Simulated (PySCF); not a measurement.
**Diatomics of F with group 12**

PBE0 with double-zeta basis sets in PySCF, for the lowest determinant that a PBE0 search found; no spin–orbit coupling. De refers to high-spin ground-configuration atoms. A positive dipole means M(−)F(+).

| M | basis | state (unpaired electrons) | Re (Å) | ωe (cm⁻¹) | De (eV) | μ (D) |
| --- | --- | --- | --- | --- | --- | --- |
| Zn | x2c-SVPall | doublet (σ ↑) | 1.783 | 627 | 2.78 | -3.07 |
| Cd | def2-SVP | doublet (σ ↑) | 1.985 | 538 | 2.32 | -3.21 |
| Hg | def2-SVP | doublet (σ ↑) | 2.058 | 427 | 1.24 | -2.77 |

The shortest bond is that of ZnF (1.783 Å), the longest that of HgF (2.058 Å). ZnF is bound most strongly (2.78 eV) and HgF least (1.24 eV).

The rows differ in basis set, which adds steps of its own.

Down a group the atoms grow and get heavier, so bonds lengthen and wavenumbers fall; this series shows no clear exception.

Spin–orbit coupling is left out, which matters for elements this heavy, above all for dissociation energies. States were picked by a PBE0 search and need not be the measured ground states.
